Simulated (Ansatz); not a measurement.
Name a neutral molecule of C, Cl, Se with HOMO–LUMO gap (ωB97M-V/def2-TZVPP) between 8.00 and 8.30 eV and LUMO energy (PBE0/def2-TZVPP) between -3.30 and -3.00 eV (Ansatz, PBE0-D4/def2-TZVP geometry).

`ClC(Cl)=[Se]` (8.09 eV, -3.08 eV). Other molecules can fit too; these were computed, each in one conformer that needn't be the lowest.
